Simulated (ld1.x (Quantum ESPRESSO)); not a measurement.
**What one change does to a pseudopotential (zinc, ultrasoft)**

```json
{"Element": "zinc (Zn)", "Generator": "ld1.x (Quantum ESPRESSO) 7.5", "Type": "ultrasoft", "Functional": "PBE", "Relativity": "scalar-relativistic", "Frozen core": "[Ar]", "Valence charge": "12", "Reference configuration": "3d10 4s2 4p0", "Partial waves": "4s (bound): rcut 1.65, rcutus 1.95 bohr; 4s channel at 0.2 Ry: rcut 1.65, rcutus 1.95 bohr; 4p (bound, empty): rcut 2.60, rcutus 3.15 bohr; 4p channel at 0.2 Ry: rcut 2.60, rcutus 3.15 bohr; 3d (bound): rcut 1.10, rcutus 1.20 bohr; 3d channel at -0.15 Ry: rcut 1.10, rcutus 1.20 bohr; 4f channel at 0.05 Ry: rcut 2.50, rcutus 2.90 bohr; 4f channel at 2.75 Ry: rcut 2.50, rcutus 2.90 bohr", "Local potential": "all-electron potential smoothed inside 2.20 bohr (lloc = -1)", "Core correction": "Bessel-smoothed model core, default radius (core density twice the valence density)", "Augmentation charge": "PSQ, inside the norm-conserving radii"}
```

Change: functional LDA (PZ).

Cutoffs: the cutoffs (Ry, on a coarse ladder) from which the occupation-weighted sum of valence levels, in a spherical-Bessel basis at the reference potential, stays within 10 and 1 mRy of its value at 400 Ry; they do not see the model core or the augmentation charge, which bear on the density cutoff. Errors are all-electron minus pseudo energies relative to the spin-unpolarised reference configuration.

Q: Predict the effect on cutoff, ghosts and configuration errors.

A: The potential gets neither clearly harder nor softer (100 Ry and 160 Ry → 100 Ry and 160 Ry); the number of tests with a reliable result goes from 7 to 9; of the 7 tests that both files solve, the error grows in 0 and shrinks in 1 by more than 15 % and 0.3 meV (median size 30.7 → 29.0 meV); neither file shows a bound ghost.

```tsv
quantity	base	changed
cutoff, loose	100 Ry	100 Ry
cutoff, tight	160 Ry	160 Ry
bound ghosts	none	none
error for 3d10 4s1 4p0, meV [ΔE 9.89 → 10.19 eV]	-4.6	-4.4
error for 3d10 4s0 4p0, meV [ΔE 28.33 → 28.96 eV]	-31	-29
error for 3d9 4s0 4p0, meV [ΔE 68.86 → 69.85 eV]	-299	-292
error for 3d9 4s2 4p0, meV [ΔE 17.90 → 18.21 eV]	-145	-140
error for 3d10 4s0 4p2, meV [ΔE 10.56 → 10.75 eV]	+2.5	+1.4
error for 3d9 4s2 4p1, meV [ΔE 12.24 → 12.36 eV]	-179	-175
error for 3d10 4s1.5 4p0, meV [ΔE 3.94 → 4.08 eV]	-1.0	-1.1
s: phases at 3.38 bohr within 0.05 rad from the reference energy up to (Ry; the scan ends near 5)	to the end of the scan	to the end of the scan
p: phases at 3.38 bohr within 0.05 rad from the reference energy up to (Ry; the scan ends near 5)	2.1	2.1
d: phases at 3.38 bohr within 0.05 rad from the reference energy up to (Ry; the scan ends near 5)	3.7	3.7
f: phases at 3.38 bohr within 0.05 rad from the reference energy up to (Ry; the scan ends near 5)	4.6	4.6
lowest overlap eigenvalue by channel	s 0.42, p 0.79, d 1.00, f 0.92	s 0.42, p 0.80, d 1.00, f 0.91
```
